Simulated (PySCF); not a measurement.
# Frontier orbitals and the lowest excitations

Species: trans-Zr(NH3)2Cl4 (singlet state).
Cartesian coordinates in Å at the PBE0-D3(BJ)/def2-SVP level; atoms count from 1:
```xyz
13
Cl4H6N2Zr angstrom
Zr     0.0192   -0.0726    0.0003
N     -0.0203   -0.0270    2.3540
H     -0.4178    0.8592    2.6712
H      0.9228   -0.1044    2.7386
H     -0.5947   -0.7726    2.7508
N      0.0288    0.0675   -2.3477
H      0.5634    0.8765   -2.6677
H     -0.9315    0.1945   -2.6749
H      0.3924   -0.7766   -2.7923
Cl     2.3877   -0.3285    0.3585
Cl    -2.3603    0.1393    0.3164
Cl     0.2519    2.3195   -0.2414
Cl    -0.2111   -2.4267   -0.4436
```

The calculation used PySCF 2.14.0, density-fitted response routines, TDDFT PBE0/def2-SVPD, vertical, gas phase, core orbitals frozen in the response, def2 core potentials past Kr. Spin–orbit coupling is left out. The geometry optimisation had not met its thresholds, so the values belong to a structure short of the stationary point.

Kohn–Sham orbitals with the atoms that hold most of them (Löwdin shares over 4%, at most four atoms):

| orbital | ε (eV) | atoms |
| --- | --- | --- |
| HOMO-3 | -8.66 | Cl12 24%, Cl13 24%, Cl10 24%, Cl11 23% |
| HOMO-2 | -8.45 | Cl11 32%, Cl10 32%, Cl13 16%, Cl12 16% |
| HOMO-1 | -8.45 | Cl12 33%, Cl13 32%, Cl11 16%, Cl10 15% |
| HOMO | -7.98 | Cl13 26%, Cl10 25%, Cl11 25%, Cl12 24% |
| LUMO | -2.13 | Zr1 69%, Cl13 9%, Cl12 8%, N2 4% |
| LUMO+1 | -2.13 | Zr1 69%, Cl10 9%, Cl11 8%, N6 4% |
| LUMO+2 | -1.84 | Zr1 70%, Cl11 8%, Cl13 8%, Cl12 8% |

Within 0.005 eV of a neighbour in this list lie HOMO-2/HOMO-1.

Q: How does S1 compare with the orbital gap of 5.85 eV?

A: S1 is at 4.50 eV (f = 0.0010), 1.35 eV below the gap, made of HOMO→LUMO/LUMO+1 (99%). S1/S2 lie within about 0.01 eV of each other. Without the coupling terms of the response equations the lowest excitation would equal the gap.

For S1 the Löwdin share of zirconium is at most 1% in HOMO and 69% in LUMO (ligand-to-metal charge transfer by this measure).

Next come S2 at 4.50 eV (f 0.0010), HOMO→LUMO/LUMO+1 (99%); S3 at 4.89 eV (f 0.0000), HOMO-2/HOMO-1→LUMO/LUMO+1 (≥86%); S4 at 4.91 eV (f 0.0000), HOMO-2/HOMO-1→LUMO/LUMO+1 (≥93%); S5 at 4.93 eV (f 0.0000), HOMO→LUMO+2 (41%), HOMO-2/HOMO-1→LUMO/LUMO+1 (≥38%).

Orbitals of the list HOMO-3 to LUMO+2 that lie within 0.01 eV of each other are written together with a slash and their weights summed (≥ marks a lower bound); for degenerate orbitals outside that list single weights are arbitrary.
